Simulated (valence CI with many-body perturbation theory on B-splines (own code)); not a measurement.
**Xe²¹⁺: electric-dipole lines**

Calculated by relativistic CI+MBPT: five valence electrons over a frozen Dirac-Fock core [Ar] 3d10, radial functions for each j: 9 s, 9 p, 8 d, 6 f, 3 g, 1 h, with the one-electron correlation potential Σ1, the two-electron term Σ2, the three-electron term Σ3, Breit, model QED; selected CI, second order for the rest (own B-spline code, finite nucleus).

No measured spectrum was set against this ion. As an estimate, levels hold to about 250 cm⁻¹ or 0.2 % of their energy and the worst to 1 %, as in measured heavy ions of charge 2 to 7; those with d or f electrons hold less well. Among the levels kept, up to 280 cm⁻¹ of a level comes from second order outside the variational space, and about a tenth of that is noise between levels of different J, which matters for small intervals.

Lines 1 to 50 of 181 in falling wavelength, among levels below 1219300 cm⁻¹, chosen from the strongest by gf and those to the six lowest levels. Wavelengths and rates use the calculated energies, so an error of 1000 cm⁻¹ moves a line at 42.62 nm by 0.43 % and its rate by three times that or more. Electric multipoles are in the length gauge, E1 and E2 with the static RPA response of the core. Weak lines are less certain than strong ones. Lines between different terms over intervals too small for the method are left out, as are lines whose strength nearly cancels. The highest levels of a list are the least certain.

Levels are named by their leading jj configuration (3d3/2^4 stands for four electrons in 3d with j = 3/2), which in mixed levels can hold well under half, so a name can repeat and another be missing. Letters in brackets count levels of one name in rising energy.

```tsv
λ vac (nm)	Upper	Lower	A (s⁻¹)	S (a.u.) with core polarisation	S without
42.62	(4s 4p1/2^2 4p3/2^2) J=5/2	(4s^2 4p3/2^3) J=3/2	6.40e+06	1.47e-03	1.59e-03
36.53	(4p1/2^2 4p3/2^3) J=3/2	(4s^2 4p1/2 4p3/2 4d5/2) J=3/2 [a]	1.54e+08	1.49e-02	1.62e-02
36.44	(4s 4p1/2^2 4p3/2 4d3/2) J=5/2	(4s^2 4p1/2 4p3/2 4d3/2) J=3/2 [b]	1.67e+08	2.39e-02	2.60e-02
36.39	(4s 4p1/2^2 4p3/2 4d3/2) J=3/2 [a]	(4s^2 4p1/2 4p3/2 4d3/2) J=1/2 [b]	8.26e+07	7.86e-03	8.55e-03
36.01	(4p1/2^2 4p3/2^3) J=3/2	(4s 4p3/2^4) J=1/2	7.64e+07	7.04e-03	7.63e-03
35.00	(4s 4p1/2^2 4p3/2 4d3/2) J=7/2	(4s^2 4p1/2 4p3/2 4d3/2) J=5/2 [b]	3.11e+08	5.26e-02	5.70e-02
33.88	(4s 4p1/2^2 4p3/2^2) J=3/2	(4s^2 4p3/2^3) J=3/2	2.02e+08	1.55e-02	1.68e-02
33.25	(4s 4p1/2^2 4p3/2^2) J=1/2	(4s^2 4p3/2^3) J=3/2	9.51e+07	3.45e-03	3.73e-03
31.01	(4p1/2^2 4p3/2^3) J=3/2	(4s^2 4p1/2 4p3/2 4d3/2) J=3/2 [a]	2.06e+08	1.21e-02	1.32e-02
30.92	(4s 4p1/2^2 4p3/2 4d3/2) J=7/2	(4s^2 4p1/2 4p3/2 4d5/2) J=5/2 [a]	1.55e+08	1.81e-02	1.97e-02
29.94	(4s 4p1/2^2 4p3/2 4d3/2) J=7/2	(4s^2 4p1/2 4p3/2 4d5/2) J=9/2	6.74e+07	7.15e-03	7.73e-03
28.54	(4s 4p1/2^2 4p3/2 4d5/2) J=9/2	(4s^2 4p1/2 4p3/2 4d5/2) J=9/2	8.32e+08	9.55e-02	1.04e-01
28.11	(4s 4p1/2^2 4p3/2 4d3/2) J=1/2	(4s^2 4p1/2 4p3/2 4d3/2) J=3/2 [a]	4.42e+08	9.69e-03	1.05e-02
27.99	(4s 4p1/2^2 4p3/2 4d3/2) J=5/2	(4s^2 4p1/2 4p3/2 4d3/2) J=3/2 [a]	2.93e+08	1.90e-02	2.07e-02
27.98	(4s 4p1/2^2 4p3/2 4d3/2) J=3/2 [b]	(4s^2 4p1/2 4p3/2 4d5/2) J=3/2 [a]	3.74e+08	1.62e-02	1.76e-02
27.87	(4s 4p1/2^2 4p3/2 4d3/2) J=3/2 [a]	(4s^2 4p1/2 4p3/2 4d3/2) J=3/2 [a]	7.95e+08	3.40e-02	3.69e-02
27.70	(4s 4p1/2^2 4p3/2 4d3/2) J=5/2	(4s^2 4p1/2 4p3/2 4d3/2) J=7/2	2.27e+08	1.43e-02	1.55e-02
27.37	(4s 4p1/2^2 4p3/2 4d3/2) J=7/2	(4s^2 4p1/2 4p3/2 4d3/2) J=7/2	1.01e+09	8.15e-02	8.84e-02
27.18	(4s 4p1/2^2 4p3/2 4d3/2) J=1/2	(4s^2 4p1/2 4p3/2 4d3/2) J=1/2 [a]	1.19e+09	2.35e-02	2.55e-02
27.18	(4s 4p1/2^2 4p3/2 4d3/2) J=3/2 [b]	(4s^2 4p1/2 4p3/2 4d5/2) J=5/2 [a]	5.18e+08	2.05e-02	2.22e-02
27.00	(4s 4p1/2 4p3/2^3) J=3/2 [a]	(4s^2 4p3/2^3) J=3/2	6.49e+07	2.52e-03	2.75e-03
26.96	(4s 4p1/2^2 4p3/2 4d3/2) J=3/2 [a]	(4s^2 4p1/2 4p3/2 4d3/2) J=1/2 [a]	1.98e+08	7.65e-03	8.30e-03
26.74	(4s 4p1/2^2 4p3/2 4d5/2) J=9/2	(4s^2 4p1/2 4p3/2 4d5/2) J=7/2 [a]	1.19e+09	1.12e-01	1.22e-01
26.51	(4s 4p1/2^2 4p3/2^2) J=5/2	(4s^2 4p1/2 4p3/2^2) J=5/2	1.35e+09	7.44e-02	8.08e-02
26.44	(4s 4p1/2^2 4p3/2 4d3/2) J=5/2	(4s^2 4p1/2 4p3/2 4d3/2) J=5/2 [a]	9.26e+08	5.07e-02	5.50e-02
26.33	(4s 4p1/2^2 4p3/2 4d3/2) J=3/2 [a]	(4s^2 4p1/2 4p3/2 4d3/2) J=5/2 [a]	4.37e+08	1.57e-02	1.71e-02
26.20	(4s 4p1/2^2 4p3/2 4d5/2) J=9/2	(4s^2 4p1/2 4p3/2 4d3/2) J=7/2	3.15e+08	2.80e-02	3.04e-02
26.14	(4s 4p1/2^2 4p3/2 4d3/2) J=7/2	(4s^2 4p1/2 4p3/2 4d3/2) J=5/2 [a]	2.16e+08	1.53e-02	1.66e-02
24.97	(4p1/2^2 4p3/2^3) J=3/2	(4s 4p1/2 4p3/2^3) J=3/2 [b]	6.41e+09	1.97e-01	2.14e-01
24.86	(4s 4p1/2^2 4p3/2^2) J=5/2	(4s^2 4p1/2 4p3/2^2) J=3/2	2.97e+09	1.35e-01	1.47e-01
24.83	(4s 4p1/2 4p3/2^3) J=5/2	(4s^2 4p3/2^3) J=3/2	3.27e+09	1.48e-01	1.61e-01
24.72	(4s 4p1/2^2 4p3/2^2) J=3/2	(4s^2 4p1/2 4p3/2^2) J=1/2	3.70e+07	1.10e-03	1.20e-03
24.38	(4s 4p1/2^2 4p3/2^2) J=1/2	(4s^2 4p1/2 4p3/2^2) J=1/2	3.79e+09	5.43e-02	5.89e-02
24.20	(4p1/2^2 4p3/2^3) J=3/2	(4s 4p1/2 4p3/2^3) J=1/2	3.46e+09	9.67e-02	1.05e-01
23.84	(4s^2 4p1/2^2 4d3/2) J=3/2	(4s^2 4p3/2^3) J=3/2	1.68e+08	4.49e-03	4.87e-03
23.42	(4s 4p1/2^2 4p3/2 4d3/2) J=3/2 [b]	(4s^2 4p1/2 4p3/2 4d3/2) J=5/2 [a]	1.82e+09	4.61e-02	4.99e-02
22.97	(4s 4p1/2^2 4p3/2 4d3/2) J=5/2	(4s 4p1/2 4p3/2^3) J=3/2 [b]	1.21e+08	4.36e-03	4.73e-03
22.95	(4s 4p1/2^2 4p3/2 4d3/2) J=5/2	(4s^2 4p1/2^2 4d5/2) J=5/2	4.06e+08	1.45e-02	1.57e-02
22.84	(4s 4p1/2^2 4p3/2^2) J=3/2	(4s^2 4p1/2 4p3/2^2) J=5/2	2.95e+09	6.94e-02	7.52e-02
22.72	(4s 4p1/2^2 4p3/2 4d3/2) J=7/2	(4s^2 4p1/2^2 4d5/2) J=5/2	4.01e+08	1.86e-02	2.02e-02
22.50	(4s 4p1/2 4p3/2^3) J=1/2	(4s^2 4p3/2^3) J=3/2	1.52e+09	1.71e-02	1.85e-02
21.99	(4p1/2^2 4p3/2^3) J=3/2	(4s 4p1/2 4p3/2^3) J=5/2	1.48e+10	3.10e-01	3.37e-01
21.90	(4s^2 4p1/2^2 4d5/2) J=5/2	(4s^2 4p3/2^3) J=3/2	5.00e+07	1.55e-03	1.68e-03
21.88	(4s 4p1/2 4p3/2^3) J=3/2 [b]	(4s^2 4p3/2^3) J=3/2	3.34e+09	6.91e-02	7.51e-02
21.61	(4s 4p1/2^2 4p3/2^2) J=3/2	(4s^2 4p1/2 4p3/2^2) J=3/2	7.44e+08	1.48e-02	1.60e-02
21.35	(4s 4p1/2^2 4p3/2^2) J=1/2	(4s^2 4p1/2 4p3/2^2) J=3/2	3.77e+08	3.62e-03	3.94e-03
21.15	(4s 4p1/2^2 4p3/2 4d3/2) J=5/2	(4s^2 4p1/2^2 4d3/2) J=3/2	1.50e+08	4.19e-03	4.55e-03
21.08	(4s 4p1/2^2 4p3/2 4d3/2) J=3/2 [a]	(4s^2 4p1/2^2 4d3/2) J=3/2	2.44e+08	4.52e-03	4.89e-03
20.84	(4s 4p1/2 4p3/2^3) J=3/2 [a]	(4s^2 4p1/2 4p3/2^2) J=1/2	3.04e+08	5.44e-03	5.91e-03
20.66	(4s 4p1/2^2 4p3/2 4d3/2) J=3/2 [b]	(4s 4p1/2 4p3/2^3) J=3/2 [b]	3.36e+08	5.84e-03	6.34e-03
```
